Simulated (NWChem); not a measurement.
System: C₂H₄F₂ cation, doublet; SMILES of the neutral closed-shell parent CC(F)F

Input file for NWChem:

```
start job
memory heap 200 mb stack 900 mb global 1100 mb
charge 1
geometry units angstroms noautosym nocenter noautoz
  C      0.000863     1.565236    -0.165608
  C     -0.000312    -0.217193     0.361484
  F     -1.086668    -0.706371    -0.135916
  F      1.084457    -0.708246    -0.137244
  H     -0.001776     1.411964    -1.246232
  H     -0.926854     1.919323     0.283805
  H      0.931624     1.916635     0.279592
  H      0.000468    -0.040924     1.450144
end
basis spherical
  C library def2-svp
  F library def2-svp
  H library def2-svp
end
dft
  odft
  mult 2
  xc b3lyp
  iterations 150
end
cosmo
  do_cosmo_smd true
  solvent dmf
end
task dft energy
```

Output (shortened):

```
             Northwest Computational Chemistry Package (NWChem) 7.3.0
             --------------------------------------------------------

                             Geometry "geometry" -> ""
                             -------------------------

 Output coordinates in angstroms (scale by  1.889725989 to convert to a.u.)

  No.       Tag          Charge          X              Y              Z
 ---- ---------------- ---------- -------------- -------------- --------------
    1 C                    6.0000     0.00086300     1.56523600    -0.16560800
    2 C                    6.0000    -0.00031200    -0.21719300     0.36148400
    3 F                    9.0000    -1.08666800    -0.70637100    -0.13591600
    4 F                    9.0000     1.08445700    -0.70824600    -0.13724400
    5 H                    1.0000    -0.00177600     1.41196400    -1.24623200
    6 H                    1.0000    -0.92685400     1.91932300     0.28380500
    7 H                    1.0000     0.93162400     1.91663500     0.27959200
    8 H                    1.0000     0.00046800    -0.04092400     1.45014400

 Effective nuclear repulsion energy (a.u.)     130.2673227826

                                 NWChem DFT Module
                                 -----------------

 Summary of "ao basis" -> "ao basis" (spherical)
 ------------------------------------------------------------------------------
       Tag                 Description            Shells   Functions and Types
 ---------------- ------------------------------  ------  ---------------------
 C                          def2-svp                 6       14   3s2p1d
 F                          def2-svp                 6       14   3s2p1d
 H                          def2-svp                 3        5   2s1p

 in cosmo_initialize ...
 calling solv_data for solv:dmf

 solvent parameters
 solvname_short: dmf
 solvname_long:  N,N-dimethylformamide
 dielec:       37.2190
 dielecinf:     2.0463
 nonaqueous SMD model solvent descriptors
 dielec:       37.2190
 sola:          0.0000
 solb:          0.7400
 solc:          0.0000
 solg:         49.5600
 solh:          0.0000
 soln:          1.4305

          ---------------
          -cosmo- solvent
          ---------------
 Cosmo: York-Karplus, doi: 10.1021/jp992097l
 dielectric constant -eps-     =  37.22
 screen = (eps-1)/(eps    )    =   0.97313
 surface charge correction     = lagrangian

   van der Waals surface
 --------------------------

 ---------- ATOMIC COORDINATES (A.U.) ------------ VDWR(ANG.) --
     1    0.00163083    2.95786715   -0.31295374     1.850
     2   -0.00058959   -0.41043526    0.68310571     1.850
     3   -2.05350476   -1.33484764   -0.25684400     1.730
     4    2.04932658   -1.33839087   -0.25935355     1.730
     5   -0.00335615    2.66822507   -2.35503700     1.200
     6   -1.75150009    3.62699455    0.53631368     1.200
     7    1.76051408    3.62191497    0.52835227     1.200
     8    0.00088439   -0.07733515    2.74037480     1.200
 number of segments per atom =        128
 number of   points per atom =        128
 atom (   nspa,  nppa )
 ----------------------
    1 (     64,     0 )       0
    2 (     30,     0 )       0
    3 (     80,     0 )       0
    4 (     80,     0 )       0
    5 (     53,     0 )       0
    6 (     56,     0 )       0
    7 (     55,     0 )       0
    8 (     54,     0 )       0
 number of -cosmo- surface points =      472
 molecular surface =     91.642 angstrom**2
 molecular volume  =     69.044 angstrom**3
 -lineq- algorithm             =   0
 -bem- low  level              =   3
 -bem- from -octahedral-
 gaussian surface charge width =   4.50000
 degree of switching           =   1.00000
 switching function tolerance  =   0.00010
 atomic radii =
 --------------
    1  6.000  1.850
    2  6.000  1.850
    3  9.000  1.730
    4  9.000  1.730
    5  1.000  1.200
    6  1.000  1.200
    7  1.000  1.200
    8  1.000  1.200
 ...... end of -cosmo- initialization ......

 nat:                     8
 ixmem:                  3618
 calling mnsol_interface()
 G(SMD-CDS) energy (kcal/mol)  =     1.598
 SMD-CDS SASA (angstrom**2)    =   113.257

            General Information
            -------------------
          SCF calculation type: DFT
          Wavefunction type:  spin polarized.
          No. of atoms     :     8
          No. of electrons :    33
           Alpha electrons :    17
            Beta electrons :    16
          Charge           :     1
          Spin multiplicity:     2
          Use of symmetry is: off; symmetry adaption is: off
          Maximum number of iterations: 150
          AO basis - number of functions:    76
                     number of shells:    36
          Convergence on energy requested:  1.00D-06
          Convergence on density requested:  1.00D-05
          Convergence on gradient requested:  5.00D-04

              XC Information
              --------------
                         B3LYP Method XC Potential
                     Hartree-Fock (Exact) Exchange  0.200
                        Slater Exchange Functional  0.800 local
                    Becke 1988 Exchange Functional  0.720 non-local
              Lee-Yang-Parr Correlation Functional  0.810
                  VWN I RPA Correlation Functional  0.190 local

             Grid Information
             ----------------
          Grid used for XC integration:  medium
          Radial quadrature: Mura-Knowles
          Angular quadrature: Lebedev.
          Tag              B.-S. Rad. Rad. Pts. Rad. Cut. Ang. Pts.
          ---              ---------- --------- --------- ---------
          C                   0.70       49           8.0       434
          F                   0.50       49           9.0       434
          H                   0.35       45           9.0       434
          Grid pruning is: on
          Number of quadrature shells:   376
          Spatial weights used:  Erf1

      Superposition of Atomic Density Guess
      -------------------------------------

 Sum of atomic energies:        -275.83175982

 Renormalizing density from      34.00 to     33

      Non-variational initial energy
      ------------------------------

 Total energy =    -271.978747
 1-e energy   =    -620.746307
 2-e energy   =     218.500237
 HOMO         =      -0.615787
 LUMO         =      -0.181649

[...]

                                COSMO-SMD solvation results
                                ---------------------------

             internal energy in gas <Psi(g)|H|Psi(g)> =      -277.674074692266
         internal energy in solvent <Psi(s)|H|Psi(s)> =      -277.672384950843
                               delta internal energy  =         0.001689741423 (    1.06 kcal/mol)
   total free energy in solvent <Psi(s)|H+V/2|Psi(s)> =      -277.788061865311
 polarization energy contribution <Psi(s)|V/2|Psi(s)> =        -0.115676914468 (  -72.59 kcal/mol)
    total free energy in solvent including G(SMD-CDS) =      -277.785515695365
                       G(SMD-CDS) energy contribution =         0.002546169946 (    1.60 kcal/mol)
     1 M fixed-concentration free energy of solvation =        -0.111441003099 (  -69.93 kcal/mol)

                    DFT Final Alpha Molecular Orbital Analysis
                    ------------------------------------------

 Vector   15  Occ=1.000000D+00  E=-4.748009D-01
              MO Center= -2.5D-04,  1.4D+00, -2.9D-01, r^2= 1.7D+00
   Bfn.  Coefficient  Atom+Function         Bfn.  Coefficient  Atom+Function
  ----- ------------  ---------------      ----- ------------  ---------------
     6      0.419289  1 C  pz                57     -0.336236  5 H  s
    62      0.188926  6 H  s                 67      0.188404  7 H  s
     5      0.186526  1 C  py                 9      0.141767  1 C  pz
    72     -0.122911  8 H  s                 33     -0.106781  3 F  py
    47     -0.106354  4 F  py                20     -0.100038  2 C  pz

 Vector   16  Occ=1.000000D+00  E=-4.732503D-01
              MO Center=  1.7D-03,  1.4D+00,  1.6D-02, r^2= 1.8D+00
   Bfn.  Coefficient  Atom+Function         Bfn.  Coefficient  Atom+Function
  ----- ------------  ---------------      ----- ------------  ---------------
     4      0.461139  1 C  px                62     -0.301782  6 H  s
    67      0.302052  7 H  s                  7      0.165976  1 C  px
    33     -0.160699  3 F  py                47      0.160821  4 F  py
    36      0.103580  3 F  py                50     -0.103636  4 F  py
    32      0.077672  3 F  px                46      0.077961  4 F  px

 Vector   17  Occ=1.000000D+00  E=-3.801329D-01
              MO Center= -5.1D-06,  4.3D-01,  7.3D-02, r^2= 2.2D+00
   Bfn.  Coefficient  Atom+Function         Bfn.  Coefficient  Atom+Function
  ----- ------------  ---------------      ----- ------------  ---------------
     5      0.386950  1 C  py                19     -0.292586  2 C  py
    20      0.253740  2 C  pz                33     -0.226854  3 F  py
    47     -0.226869  4 F  py                72      0.212912  8 H  s
     8      0.203620  1 C  py                34      0.172481  3 F  pz
    48      0.172445  4 F  pz                36      0.166114  3 F  py

 Vector   18  Occ=0.000000D+00  E=-2.296256D-02
              MO Center=  3.0D-04,  7.1D-01,  8.0D-02, r^2= 2.1D+00
   Bfn.  Coefficient  Atom+Function         Bfn.  Coefficient  Atom+Function
  ----- ------------  ---------------      ----- ------------  ---------------
     8      0.717653  1 C  py                22      0.645420  2 C  py
    19      0.572331  2 C  py                17      0.509193  2 C  s
     5      0.455154  1 C  py                 3     -0.385905  1 C  s
    16      0.250167  2 C  s                 20     -0.188199  2 C  pz
     9     -0.181951  1 C  pz                 6     -0.160156  1 C  pz

 Vector   19  Occ=0.000000D+00  E= 5.296075D-02
              MO Center=  4.6D-04,  1.2D+00,  5.4D-01, r^2= 4.8D+00
   Bfn.  Coefficient  Atom+Function         Bfn.  Coefficient  Atom+Function
  ----- ------------  ---------------      ----- ------------  ---------------
     3      1.941531  1 C  s                 73     -1.052345  8 H  s
    63     -0.903832  6 H  s                 68     -0.902932  7 H  s
    58     -0.856297  5 H  s                 23      0.504202  2 C  pz
    17      0.493031  2 C  s                  2      0.256193  1 C  s
    16      0.236824  2 C  s                 20      0.222016  2 C  pz

 Vector   20  Occ=0.000000D+00  E= 9.534278D-02
              MO Center=  1.8D-03,  5.5D-01,  7.3D-01, r^2= 5.0D+00
   Bfn.  Coefficient  Atom+Function         Bfn.  Coefficient  Atom+Function
  ----- ------------  ---------------      ----- ------------  ---------------
     3      1.635626  1 C  s                 73      1.594858  8 H  s
    17     -1.566574  2 C  s                 58     -0.966025  5 H  s
    68     -0.629750  7 H  s                 63     -0.624148  6 H  s
    23     -0.418914  2 C  pz                16     -0.323633  2 C  s
    31      0.213002  3 F  s                 45      0.212940  4 F  s

                     DFT Final Beta Molecular Orbital Analysis
                     -----------------------------------------

 Vector   14  Occ=1.000000D+00  E=-4.891827D-01
              MO Center= -1.9D-03, -1.6D-01,  6.4D-02, r^2= 2.2D+00
   Bfn.  Coefficient  Atom+Function         Bfn.  Coefficient  Atom+Function
  ----- ------------  ---------------      ----- ------------  ---------------
    34      0.350176  3 F  pz                48      0.349390  4 F  pz
    72      0.241195  8 H  s                 37     -0.224435  3 F  pz
    51     -0.223911  4 F  pz                 6      0.189010  1 C  pz
    20      0.169151  2 C  pz                57     -0.159859  5 H  s
    33      0.158575  3 F  py                47      0.158334  4 F  py

 Vector   15  Occ=1.000000D+00  E=-4.669528D-01
              MO Center= -1.0D-03,  1.3D+00, -2.6D-01, r^2= 1.8D+00
   Bfn.  Coefficient  Atom+Function         Bfn.  Coefficient  Atom+Function
  ----- ------------  ---------------      ----- ------------  ---------------
     6      0.405077  1 C  pz                57     -0.332690  5 H  s
    62      0.189095  6 H  s                 67      0.187236  7 H  s
     5      0.175335  1 C  py                72     -0.143485  8 H  s
     9      0.131485  1 C  pz                20     -0.124445  2 C  pz
    33     -0.113935  3 F  py                47     -0.114231  4 F  py

 Vector   16  Occ=1.000000D+00  E=-4.655419D-01
              MO Center=  2.3D-03,  1.3D+00,  1.7D-02, r^2= 2.0D+00
   Bfn.  Coefficient  Atom+Function         Bfn.  Coefficient  Atom+Function
  ----- ------------  ---------------      ----- ------------  ---------------
     4      0.443944  1 C  px                62     -0.301371  6 H  s
    67      0.302461  7 H  s                 33     -0.191821  3 F  py
    47      0.191475  4 F  py                 7      0.149557  1 C  px
    36      0.127351  3 F  py                50     -0.127114  4 F  py
    63     -0.078290  6 H  s                 68      0.078564  7 H  s

 Vector   17  Occ=0.000000D+00  E=-2.641788D-01
              MO Center=  8.3D-05,  5.0D-01,  7.1D-02, r^2= 2.2D+00
   Bfn.  Coefficient  Atom+Function         Bfn.  Coefficient  Atom+Function
  ----- ------------  ---------------      ----- ------------  ---------------
     5      0.369332  1 C  py                19     -0.315239  2 C  py
    20      0.239327  2 C  pz                 8      0.231381  1 C  py
    33     -0.218207  3 F  py                47     -0.218241  4 F  py
    72      0.196289  8 H  s                 36      0.168304  3 F  py
    50      0.168335  4 F  py                 3     -0.163551  1 C  s

 Vector   18  Occ=0.000000D+00  E= 2.191124D-02
              MO Center=  3.1D-04,  6.8D-01,  1.3D-01, r^2= 2.5D+00
   Bfn.  Coefficient  Atom+Function         Bfn.  Coefficient  Atom+Function
  ----- ------------  ---------------      ----- ------------  ---------------
     8      0.802325  1 C  py                22      0.762035  2 C  py
    17      0.588791  2 C  s                 19      0.550331  2 C  py
     5      0.407936  1 C  py                 3     -0.388397  1 C  s
    73     -0.307201  8 H  s                 16      0.227561  2 C  s
     9     -0.189205  1 C  pz                 6     -0.143117  1 C  pz

 Vector   19  Occ=0.000000D+00  E= 6.079124D-02
              MO Center=  3.8D-04,  1.2D+00,  4.5D-01, r^2= 4.9D+00
   Bfn.  Coefficient  Atom+Function         Bfn.  Coefficient  Atom+Function
  ----- ------------  ---------------      ----- ------------  ---------------
     3      2.105775  1 C  s                 73     -0.974500  8 H  s
    63     -0.946273  6 H  s                 68     -0.945255  7 H  s
    58     -0.902888  5 H  s                 23      0.503556  2 C  pz
    17      0.369274  2 C  s                  2      0.256099  1 C  s
    20      0.220052  2 C  pz                16      0.202448  2 C  s

   alpha - beta orbital overlaps
   -----------------------------

   alpha      1      2      3      4      5      6      7      8      9     10
    beta      1      2      3      4      5      6      7      8      9     10
 overlap   1.000  1.000  1.000  1.000  1.000  1.000  0.993  0.992  0.999  0.988

   alpha     11     12     13     14     15     16     17     18     19     20
    beta     11     12     13     14     15     16     17     18     19     20
 overlap   0.987  0.957  0.962  0.994  0.997  0.993  0.996  0.989  0.995  0.998

   alpha     21     22     23     24     25     26     27     28     29     30
    beta     21     22     23     24     25     28     26     27     29     30
 overlap   0.979  0.972  0.979  0.970  0.999  0.884  1.000  0.884  1.000  0.996

[...]
```

Level: B3LYP/def2-SVP, spin-unrestricted, SMD on the gas-phase geometry. Structure relaxed at the B3LYP/6-31G* (spherical d), spin-unrestricted level. The spin multiplicity was typed, not searched, and may not be the lowest. No stability test was run on the SCF state. Solvent: N,N-dimethylformamide.
